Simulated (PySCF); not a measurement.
C4H9ClOSi.
SMILES: `ClC[SiH2]OC(=C)C`

Torsions of this conformer, `[CH2:1]=[C:2]([CH3:3])[O:4][SiH2:5][CH2:6][Cl:7]`: C1–C2–O4–Si5 -1°, C2–O4–Si5–C6 -179°, O4–Si5–C6–Cl7 -179°.

The closed-shell ground state was solved at several levels (PySCF, density fitting, gas phase, non-relativistic). One conformer (not necessarily the lowest) at the PBE0-D3(BJ)/def2-SVP geometry, without solvent, vibrations or thermal averaging.

```json
{"level": "wB97X-D/def2-SVPD", "basis functions": "226", "total energy (Eh)": "-982.3090", "HOMO (eV)": "-8.74", "LUMO (eV)": "1.66", "gap (eV)": "10.40", "dipole (D)": "1.82"}
{"level": "PBE0/pcSseg-1", "basis functions": "178", "total energy (Eh)": "-982.1709", "HOMO (eV)": "-6.86", "LUMO (eV)": "0.16", "gap (eV)": "7.02", "dipole (D)": "1.85"}
```

Task: What might wB97X-D/pcSseg-1 (178 basis functions) give for the same quantities?

Result: Total energy -982.6370 Eh, HOMO -8.74 eV, LUMO 1.98 eV, gap 10.72 eV, dipole 1.93 D.

Task: Over all these levels, which gives the widest orbital gap and which the narrowest?

Result: wB97X-D/pcSseg-1 (range-separated hybrid) has the widest, 10.72 eV, and PBE0/pcSseg-1 (global hybrid, 25 % exact exchange) the narrowest, 7.02 eV. The two share the basis. From the narrowest to the widest the HOMO moves by -1.88 eV and the LUMO by +1.82 eV.

Task: How far do the dipole and the HOMO energy spread over the levels?

Result: The dipole runs from 1.82 to 1.93 D (mean 1.87 D) and the HOMO from -8.74 to -6.86 eV.

The pairwise dispersion term of wB97X-D wasn't added to the energies; at a given geometry it leaves orbitals and properties as they are.
